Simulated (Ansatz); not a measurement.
System: BHSeCl, charge 0, doublet. BHSeCl (SMILES Cl[B][SeH], doublet).
B3LYP-D3(BJ)/def2-TZVP minimum from Ansatz (a first-principles code):
```xyz
4

B     -0.1977    -0.3962     0.8627
Cl     1.3411    -1.0699     1.2680
Se    -0.5828     0.5693    -0.7487
H     -1.9954     0.8139    -0.4124
```
Charge 0, spin multiplicity 2.

Total energies in hartree (Ansatz). Radicals and triplets start from unrestricted determinants; spin-orbit coupling is neglected. Cores are frozen in correlated methods (noble-gas shells, and filled d and f shells in the p block). No relativity. Where a partner has so few electrons that a lower coupled-cluster level is exact, that level stands in.

```tsv
species	HF/def2-TZVPP	CCSD(T)/def2-TZVPP	HF/def2-QZVPP	CCSD(T)/def2-QZVPP	CCSD(T)/def2-SVP	CCSDT(Q)/def2-SVP
1: BHSeCl (SMILES Cl[B][SeH], doublet)	-2884.63370	-2885.10898	-2884.69453	-2885.20727	-2884.51103	-2884.51290
2: B (doublet)	-24.53233	-24.59791	-24.53309	-24.60074	-24.55830	-24.55864
3: Cl (doublet)	-459.47685	-459.66464	-459.48954	-459.69535	-459.44599	-459.44629
4: Se (triplet)	-2399.82719	-2399.94997	-2399.87465	-2400.00689	-2399.62138	-2399.62171
5: H (doublet)	-0.49981	-0.49981	-0.49998	-0.49998	-0.49928	-0.49928
```

Task: Work out the atomisation energy (electronic, to ground-state atoms) in kcal/mol: take Hartree-Fock from def2-QZVPP, extrapolate the CCSD(T) correlation energy as X^-3 (X = 3, 4), and add CCSDT(Q) - CCSD(T) in def2-SVP. 1 hartree = 627.51 kcal/mol.

Result: 
Species 1: correlation (64·(-0.51274) - 27·(-0.47528))/37 = -0.54008; step -0.00187; E1 = -2884.69453 + (-0.54008) + (-0.00187) = -2885.23648
Species 2: correlation (64·(-0.06765) - 27·(-0.06558))/37 = -0.06916; step -0.00034; E2 = -24.53309 + (-0.06916) + (-0.00034) = -24.60259
Species 3: correlation (64·(-0.20581) - 27·(-0.18779))/37 = -0.21896; step -0.00030; E3 = -459.48954 + (-0.21896) + (-0.00030) = -459.70880
Species 4: correlation (64·(-0.13224) - 27·(-0.12278))/37 = -0.13914; step -0.00033; E4 = -2399.87465 + (-0.13914) + (-0.00033) = -2400.01412
Species 5: correlation (64·(0.00000) - 27·(0.00000))/37 = 0.00000; step +0.00000; E5 = -0.49998 + (0.00000) + (+0.00000) = -0.49998
-1·E1 +1·E2 +1·E3 +1·E4 +1·E5 = 0.41099 hartree = 257.9 kcal/mol.
